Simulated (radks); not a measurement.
Values are calculated unless marked as measured or tabulated.
Problem. Spherical quantum dot in the effective-mass picture: electrons in a well V = -V0 / (1 + exp((r - R)/a)) with V0 = 39.4, R = 1.75, a = 0.16, with a point charge +1 (a donor) at the centre, all in effective atomic units (hartree* = m*/eps^2 hartree, bohr* = eps/m* bohr), one dielectric constant everywhere. Level of theory: non-relativistic Kohn-Sham, PBEsol, spin-polarised, spherical densities (a radial shooting solver with Libxc functionals). Levels are named by radial order and angular momentum (1s, 1p, 1d, 2s, ...), and open shells are averaged over m. Each electron was tried in the lowest free levels, single moves between levels near the top were tried too, and the lowest total energy was kept; such a search can miss a lower state. The series stops at N = 37: beyond it a trial failed or the search could not be trusted, so later rows were left out. Give the order in which the levels fill up to N = 37, the shell closures and the spin along the way.

Solution. Shells are first occupied in the order 1s, 1p, 1d, 2s, 1f, 2p. Open shells at each N (closed shells left out): 1: 1s(up 1, down 0); 2: none; 3: 1p(up 1, down 0); 4: 1p(up 2, down 0); 5: 1p(up 3, down 0); 6: 1p(up 3, down 1); 7: 1p(up 3, down 2); 8: none; 9: 1d(up 1, down 0); 10: 1d(up 2, down 0); 11: 1d(up 3, down 0); 12: 1d(up 4, down 0); 13: 1d(up 5, down 0); 14: 1d(up 5, down 1); 15: 1d(up 5, down 2); 16: 1d(up 5, down 3); 17: 1d(up 5, down 4); 18: none; 19: 2s(up 1, down 0); 20: none; 21: 1f(up 1, down 0); 22: 1f(up 2, down 0); 23: 1f(up 3, down 0); 24: 1f(up 4, down 0); 25: 1f(up 5, down 0); 26: 1f(up 6, down 0); 27: 1f(up 7, down 0); 28: 1f(up 7, down 1); 29: 1f(up 7, down 2); 30: 1f(up 7, down 3); 31: 1f(up 7, down 4); 32: 1f(up 7, down 5); 33: 1f(up 7, down 6); 34: none; 35: 2p(up 1, down 0); 36: 2p(up 2, down 0); 37: 2p(up 3, down 0). All shells are closed at N = 2, 8, 18, 20, 34 (there: 1s2 1p6 1d10 2s2 1f14). Largest 2S: 7, at N = 27.
